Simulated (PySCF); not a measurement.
**MO for M along group 4**

CCSD(T) with triple-zeta basis sets in PySCF, for the lowest determinant that a PBE0 search found; no spin–orbit coupling. De refers to high-spin ground-configuration atoms.

| M | basis | reference, frozen orbitals | state (unpaired electrons) | Re (Å) | ωe (cm⁻¹) | De (eV) |
| --- | --- | --- | --- | --- | --- | --- |
| Ti | def2-TZVPPD | ROHF, 6 | triplet (σ ↑, δ ↑) | 1.627 | 1015 | 6.73 |
| Zr | def2-TZVPP | UHF, 1 | triplet (σ ↑, δ ↑) | 1.740 | 940 | 7.52 |
| Hf | x2c-TZVPPall | RHF, 24 | singlet (closed shell) | 1.734 | 980 | 8.62 |

The shortest bond is that of TiO (1.627 Å), the longest that of ZrO (1.740 Å). HfO is bound most strongly (8.62 eV) and TiO least (6.73 eV).

The rows differ in basis set, which adds steps of its own.

The state changes along the series, so neighbouring rows are not always alike in their bonding.

Correlated steps freeze the inner cores (1 to 24 orbitals); shallow outer-core shells are correlated. UHF and ROHF references stand side by side, which adds small steps between rows. These are scalar-relativistic numbers at best; spin–orbit coupling would shift them, the dissociation energy most. Where the molecule has an RHF reference, its open-shell atoms are computed with UHF. The CCSD T1 diagnostic is raised in HfO, TiO, a sign that a single reference may not be enough there.
